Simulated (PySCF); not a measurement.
## Steps of a relaxation of OsO2F2

OsO2F2 (triplet). PySCF 2.14.0, UKS PBE, Os def2-SVP with ECP60, O def2-SVP, F def2-SVP; non-relativistic Hamiltonian with scalar-relativistic core potentials where named; density fitting; no spin-orbit coupling. Origin of the start: template. Columns: position (Å) and force (eV/Å). Energies are counted from the last step; some of the 11 steps are shown. Forces carry noise of the integration grid, about 0.01 to 0.03 eV/Å.

Run from Python with OMP_NUM_THREADS=2. Where DIIS fails, smearing, a level shift and second-order steps follow.
It took 44 s on 2 threads of Arm Neoverse V1, on a shared host, from the converged density of the start.

```xyz
5
step 0  E = 8.698 eV
Os    0.0000    0.0000    0.0379     0.00    0.00  -20.89
O     0.8459    0.8459    0.8838    17.41   17.41   18.09
O    -0.8459   -0.8459    0.8838   -17.41  -17.41   18.09
F     0.9732   -0.9732   -0.9353     6.44   -6.44   -7.64
F    -0.9732    0.9732   -0.9353    -6.44    6.44   -7.64
```

```xyz
5
step 3  E = 0.262 eV
Os    0.0000    0.0000    0.0400     0.00    0.00   -0.20
O     0.9887    0.9887    1.0424     0.27    0.27    0.41
O    -0.9887   -0.9887    1.0424    -0.27   -0.27    0.41
F     1.0739   -1.0739   -1.0950    -0.27    0.27   -0.32
F    -1.0739    1.0739   -1.0950     0.27   -0.27   -0.32
```

```xyz
5
step 7  E = 0.005 eV
Os    0.0000    0.0000    0.1274     0.00    0.00    0.38
O     0.9754    0.9754    1.1757    -0.25   -0.25   -0.27
O    -0.9754   -0.9754    1.1757     0.25    0.25   -0.27
F     0.8971   -0.8971   -1.2720     0.02   -0.02    0.08
F    -0.8971    0.8971   -1.2720    -0.02    0.02    0.08
```

Question: Where does the relaxation end?

Answer: It converges at step 10 in C2v:
```xyz
5
step 10  E = 0
Os    0.0000    0.0000    0.1247
O     0.9703    0.9703    1.1681
O    -0.9703   -0.9703    1.1681
F     0.9053   -0.9053   -1.2631
F    -0.9053    0.9053   -1.2631
```

Question: How did the contacts change?

Answer: 
```tsv
contact	start (Å)	end (Å)
Os1–O2 (O)	1.465	1.724
Os1–O3 (O)	1.465	1.724
Os1–F4 (F)	1.686	1.888
Os1–F5 (F)	1.686	1.888
```


Open shells may have lower solutions than the one found.
